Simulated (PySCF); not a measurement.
# What a mistake does to a calculation on BH5NSi cation

Calculated results; nothing here was measured. They come from PySCF 2.14.0, an open-source quantum chemistry program, on an isolated molecule that a program drew, which may never have been made. The molecule is BH5NSi cation (charge +1, singlet), drawn as the SMILES string `B[SiH+]N`.

Each row is a Hartree-Fock (HF) and frozen-core CCSD(T) single point in the cc-pV(D+d)Z basis, meant for a local HF minimum. Run 1 is clean. Each other run has one planted mistake out of seven kinds, and not every kind appears here: one electron removed, one electron added, multiplicity raised by two, geometry at a saddle point, minimal basis STO-3G, one bond length entered in bohr, all coordinates scaled. The reference is restricted for singlets and unrestricted otherwise, and also for a bond in bohr. Adding or removing an electron swaps singlet and doublet. Electrons count all cores. HOMO and LUMO are orbital energies over both spins, the gradient is its largest component, and the lowest frequency (negative if imaginary) is given only where the gradient is small. Bond lengths are over the 7 bonds as drawn. T1 is the CCSD diagnostic: over 0.02 (restricted) or 0.045 (unrestricted) a single reference is doubtful.

Geometry of the clean run:
```xyz
8
BH5NSi cation, angstrom
B    -1.5608   -1.0537    2.5248
Si   -0.6542   -0.3970    0.8195
N    -1.0710    1.0085    0.0852
H    -2.5034   -1.7710    2.4205
H    -1.1103   -0.7125    3.5709
H     0.4184   -1.1156    0.1296
H    -1.7848    1.6381    0.4114
H    -0.6322    1.3423   -0.7578
```

```
run,electrons,basis functions,<S^2>,HOMO (eV),LUMO (eV),gradient (hartree/bohr),lowest frequency (cm^-1),mean bond (Å),longest bond (Å),T1,HF (hartree),CCSD(T) (hartree),mistake
1,30,76,0.000,-17.69,-4.29,3.0e-05,105,1.3621,2.040,0.0158,-370.72332,-371.10432,no fault
2,30,76,0.000,-17.65,-5.35,1.9e-05,-104,1.3644,2.059,0.0175,-370.72184,-371.10392,geometry at a saddle point
3,30,76,0.000,-18.21,-4.40,9.0e-02,-,1.2464,1.867,0.0123,-370.65934,-371.02858,?
4,30,76,2.013,-13.49,-8.08,3.3e-02,-,1.3621,2.040,0.0224,-370.57075,-370.95093,?
```

**Which mistake was planted in run 3, and what did it cost?**

The mean and the longest bond both change by the same factor, 0.915, and the gradient is no longer small. So the mistake is: all coordinates scaled. Subtracting run 1 and multiplying by 627.51 kcal/mol a hartree, the energy moved by 40.1 kcal/mol in HF and 47.5 kcal/mol in CCSD(T).

**Which mistake was planted in run 4, and what did it cost?**

Electrons, basis and geometry are unchanged, and <S^2> is 2.013, beside S(S+1) = 2.00 for a multiplicity of 3. So the mistake is: multiplicity raised by two. Subtracting run 1 and multiplying by 627.51 kcal/mol a hartree, the energy moved by 95.7 kcal/mol in HF and 96.3 kcal/mol in CCSD(T).

